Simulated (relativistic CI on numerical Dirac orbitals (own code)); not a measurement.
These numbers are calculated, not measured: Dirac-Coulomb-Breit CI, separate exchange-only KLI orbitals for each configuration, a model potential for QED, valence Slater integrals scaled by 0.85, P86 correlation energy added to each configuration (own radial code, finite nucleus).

Configuration list (outside the closed core [Ar]): 3d4, 3d3.4s, 3d3.4p, 3d2.4s2, 3d3.4d, 3d3.5s, 3d3.5p, 3d2.4s.4p, 3d3.4f, 3d3.5d, 3d3.6s, 3d3.6p, 3d3.5f, 3d3.5g, 3d3.6d, 3d3.6f, 3d2.4p2, 3d2.4s.4d. Levels of other configurations are missing.

Correlation outside the listed configurations is missing or only estimated: errors of thousands of cm⁻¹ between configurations and terms are usual at this charge. Rates and lifetimes follow the computed energies and can be off by large factors. The fine structure of a lone outer electron comes out too small, for d and f at times inverted, and misplaced configurations move strength between like terms. 67 of the 67 excited levels that our extract of the measured tables holds in this range could be paired (the sources list more); they are missed by 881 cm⁻¹ on average and 3595 at most, and levels without a partner can miss by more.

Outline of the computed level scheme of Cr III. Lowest level of each configuration: 3d4 5D_0 at 0.0000 eV; 3d3.4s 5F_1 at 6.1341 eV.

Rates of lines that live on the mixing of spin multiplicities can be off by large factors.
